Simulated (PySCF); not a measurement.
# Telling isomers of C₈H₇N apart by NMR

Theoretical values (PySCF): geometry: PBE0-D3(BJ)/def2-SVP, spin–spin couplings from B3LYP/pcJ-1 (spin–dipole term left out of most H,H and C,H couplings), σ from GIAO-PBE0/pcSseg-1. In vacuum, one computed conformer, one averaged value for each set of equivalent atoms, non-relativistic.

Chemical shifts δ = σref − σ; ¹H (σ = 31.27 ppm) and ¹³C (σ = 184.41 ppm) vs TMS, all at this level. Multiplet labels drop J under 1 Hz and among equivalent protons, and merge close values. Unscaled 3J(H,H) run several per cent high. Shifts are as computed. Against solution values, carbons near 30 ppm lie about +2 ppm off and those near 130 ppm about +5 ppm. Of 1211 compounds with measured shifts, 218 miss one by over three times the rms of a fit or turn the order of signals round; such compounds aren't used in these exercises.

(1) Tabulate the signals of `CC#Cc1cccnc1`, `c1ccn2cccc2c1`, `CC#Cc1ccccn1` and their relative energies.

(2) What is the quickest way to tell CC#Cc1cccnc1 from CC#Cc1ccccn1?

(3) What is the quickest way to tell c1ccn2cccc2c1 from CC#Cc1ccccn1?

(4) What is the quickest way to tell CC#Cc1cccnc1 from c1ccn2cccc2c1?

Results:

(1) 
```tsv
SMILES	carbon types	δC	δH	E rel. (kcal/mol)
CC#Cc1cccnc1	3×C 4×CH 1×CH3	159.7, 153.2, 145.0, 127.3, 125.3, 98.5, 83.3, 5.7	8.80 (dd, 1H), 8.61 (dd, 1H), 7.69 (dt, 1H), 7.15 (ddd, 1H), 2.18 (s, 3H)	34.6
c1ccn2cccc2c1	1×C 7×CH	137.0, 128.8, 125.2, 121.0, 120.4, 115.7, 114.5, 104.2	7.86 (dt, 1H), 7.44 (dd, 1H), 7.29 (dd, 1H), 6.97 (dd, 1H), 6.70 (dd, 1H), 6.66 (dt, 1H), 6.55 (dd, 1H)	0.0
CC#Cc1ccccn1	3×C 4×CH 1×CH3	155.3, 149.1, 140.4, 133.3, 126.3, 93.8, 86.3, 5.5	8.69 (dt, 1H), 7.60 (td, 1H), 7.33 (dd, 1H), 7.04 (dd, 1H), 2.17 (s, 3H)	35.8
```

Energies are electronic energies at PBE0/pcSseg-1 on these geometries, without zero-point or thermal terms, each for the one conformer computed, which needn't be the lowest.

(2) Both give the same number of carbon signals, with the same numbers of each carbon type, so the positions decide. The first has a substituted aromatic carbon (C) at 125.3 ppm, the second a substituted aromatic carbon next to a ring nitrogen (C) at 149.1 ppm. Their most deshielded carbons lie at 159.7 and 155.3 ppm.

(3) Both give the same number of carbon signals, but DEPT or the intensities differ. The first has an aromatic CH at 104.2 ppm, the second a propargylic methyl carbon (CH3) at 5.5 ppm. Their most deshielded carbons lie at 137.0 and 155.3 ppm. In the proton spectra the most deshielded non-exchanging signals are 7.86 (dt, J = 8.1, 1.1 Hz, 1H) and 8.69 (dt, J = 5.4, 1.4 Hz, 1H).

(4) Both give the same number of carbon signals, but DEPT or the intensities differ. The first has a propargylic methyl carbon (CH3) at 5.7 ppm, the second an aromatic CH at 104.2 ppm. Their most deshielded carbons lie at 159.7 and 137.0 ppm. In the proton spectra the most deshielded non-exchanging signals are 8.80 (dd, J = 2.1, 1.0 Hz, 1H) and 7.86 (dt, J = 8.1, 1.1 Hz, 1H).
